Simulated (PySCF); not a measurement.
Delta-SCF ions had no search for a lower state. Excitations are Tamm–Dancoff values on a coarser integration grid. The basis has no diffuse functions, so Rydberg states are missing or too high.

Z-matrix (Å, degrees):
```
O
H 1 0.9710
Si 1 1.7933 2 114.97
H 3 1.4692 1 101.49 2 148.95
H 3 1.4699 4 116.17 1 109.33
H 3 1.4705 4 114.76 5 138.41
Si 1 1.7933 2 114.97 3 -173.54
H 7 1.4692 1 101.49 2 -148.94
H 7 1.4699 8 116.17 1 -109.33
H 7 1.4705 8 114.76 9 -138.41
```
Charge +1, spin multiplicity 1.

**Question.** Give the vertical ionisation energy (Delta-SCF), adiabatic ionisation energy (no zero-point term), LUMO, S1 excitation (TDA), HOMO–LUMO gap, HOMO, total energy and hole reorganisation energy (four-point) at the level r2SCAN-D4/def2-TZVP (PySCF 2.14.0).

**Answer.** 
| Quantity | Result |
|---|---|
| vertical ionisation energy (Delta-SCF) | 16.54 eV |
| adiabatic ionisation energy (no zero-point term) | 16.17 eV |
| LUMO | -6.74 eV |
| S1 excitation (TDA) | 7.01 eV |
| HOMO–LUMO gap | 6.96 eV |
| HOMO | -13.69 eV |
| total energy | -658.1383 Ha |
| hole reorganisation energy (four-point) | 0.679 eV |
